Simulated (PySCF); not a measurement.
A structure optimised at PBE-D3(BJ)/def2-SVP, used in a PySCF frequency run:

```
C
H 1 1.1136
H 1 1.1136 2 106.15
C 1 1.4975 2 111.73 3 122.04
F 4 1.3362 1 122.90 2 -59.38
C 4 1.3633 5 127.87 1 180.00
F 6 1.3366 4 127.20 5 0.00
C 6 1.4640 7 123.46 4 180.00
C 8 1.3615 6 108.93 7 180.00
H 9 1.0971 8 126.97 6 180.00
H 8 1.0984 9 127.66 10 0.00
```
Charge 0, spin multiplicity 1.

### Question
Write its SMILES, formula and point group.

### Answer
FC1=C(F)CC=C1, C5H4F2, Cs

### Question
What are its rotational constants (standard atomic weights)?

### Answer
3.5482, 3.1195, 1.6776 GHz
